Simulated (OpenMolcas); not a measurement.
A calculation on W II.

```yaml
Program: OpenMolcas 26.06
Method: "SS-CASPT2, IPEA 0.25 Eh, imaginary shift 0.1 Eh (closed shells correlated: 5s 5p)"
Basis: ANO-RCC-VQZP [9s8p6d4f3g2h]
Scalar_Hamiltonian: DKH2, point nucleus
Active_space: 5 electrons in 11 orbitals (5d 6s 6d)
State_averaging: 2S+1 = 6 even, 6 roots; 2S+1 = 4 even, 35 roots kept (CI in the orbitals of an earlier block); 2S+1 = 2 even, 12 roots kept (CI in the orbitals of an earlier block)
Spin-orbit_coupling: state interaction with AMFI integrals over the reference wave functions, term energies averaged over their components
```

Task: Which level of the active space comes out lowest?

Result: 5d4 6s 6D 1/2, with 89 % of that term; it is also the measured ground level.

Task: How high does 5d4 6s 4D 3/2 lie?

Result: 15250 cm-1 above the lowest level.

Task: How high does 5d5 6S 5/2 lie?

Result: 7120 cm-1 above the lowest level; measured 7420 cm-1 above the ground level, so the calculation is off by -4 %.

Task: How high does 5d4 6s 6D 7/2 lie?

Result: 4330 cm-1 above the lowest level; measured 4716 cm-1 above the ground level, so the calculation is off by -8 %.

Task: The level at 13630 cm-1 has J = 5/2. What is it made of, and what is its g factor?

Result: 45 % 5d4 6s 4P 5/2, 27 % 5d4 6s 4D, 16 % 5d4 6s 4F; g = 1.460, against 1.601 from Landé's formula for the pure leading term.

Measured values: NIST Handbook of Basic Atomic Spectroscopic Data.

CASPT2 does not keep the components of a term degenerate, so their means are used; among the terms shown or strongly mixed into the levels shown the widest spread is 130 cm-1 (5d4 6s 6D). Terms from blocks run as CI alone lack orbitals of their own. Active for correlation alone: 6d; no level in the range computed is led by a configuration that fills it, so any true level of that kind is missing. Measured partners are found by configuration, term and J. A level has none where our copy of the source lacks it or the pairing is in doubt (some pairs that miss far off the trend of their configuration count as doubtful), and it then counts in no deviation. Levels of configurations outside the active space are missing.
